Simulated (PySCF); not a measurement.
cyclotrisilazane (H9N3Si3), singlet, at a GFN2-xTB geometry. Base run: PySCF with DF-TPSS/6-31G.

Input for PySCF:
```python
from pyscf import gto, scf, dft

mol = gto.M(
    atom='''
Si    1.68054828   -0.42496743   -0.52596035
N     0.50290150   -1.52832577    0.08377091
Si   -1.17562112   -1.31026230    0.41701362
N    -1.46043566    0.38486470    0.56260467
Si   -0.54839632    1.72369318   -0.03026477
N     1.06095760    1.17105307   -0.31418280
H     1.94000099   -0.68910961   -1.95384163
H     2.91193934   -0.56300900    0.26448031
H     0.81666462   -2.48200359    0.13740011
H    -1.99276343   -1.88246088   -0.66962470
H    -1.49030681   -1.94902435    1.70231783
H    -2.36797339    0.62547217    0.92202770
H    -0.51609892    2.76332656    1.00760337
H    -1.13988836    2.24298984   -1.27781588
H     1.72303017    1.90218647   -0.50893551
''',
    basis='6-31g',
    verbose=4,
)

mf = dft.RKS(mol)
mf.xc = 'tpss'
mf = mf.density_fit(auxbasis='def2-universal-jkfit')
mf.kernel()
mf.analyze()
```

Each row names what was changed in the base input (with any setting that the change needs).

```
change                 basis functions       E (Eh)  HOMO (eV)  HOMO-LUMO gap (eV)  dipole (D)  core-seconds (rough)
---------------------  ---------------  -----------  ---------  ------------------  ----------  --------------------
base                                84  -1038.13731      -5.47                5.63        0.18                    20
basis = STO-3G                      51  -1026.09641      -1.79                8.25        0.28                    10
basis = def2-SV(P)                 114  -1037.96682      -5.80                6.14        0.14                    20
basis = 6-31G*                     114  -1038.31851      -5.70                5.88        0.06                    20
basis = pc-1                       141  -1038.36330      -5.90                6.03        0.07                    30
basis = def2-SVP                   141  -1037.99165      -5.79                6.12        0.14                    30
basis = pcseg-1                    141  -1038.32381      -5.90                5.79        0.03                    40
basis = cc-pV(D+d)Z                156  -1038.40974      -5.79                6.01        0.16                    30
basis = 6-311G**                   186  -1038.46199      -5.86                5.79        0.04                    40
basis = 6-311++G**                 219  -1038.46859      -5.94                5.36        0.06                    50
basis = aug-pcseg-1                231  -1038.34501      -5.98                5.34        0.12                    60
basis = aug-cc-pVDZ                231  -1038.39569      -5.88                5.27        0.11                    60
basis = 6-311+G(2d,p)              240  -1038.48285      -5.96                5.41        0.10                    50
```

Totals compare only among sets that treat the same electrons; sets with core potentials leave the core out.
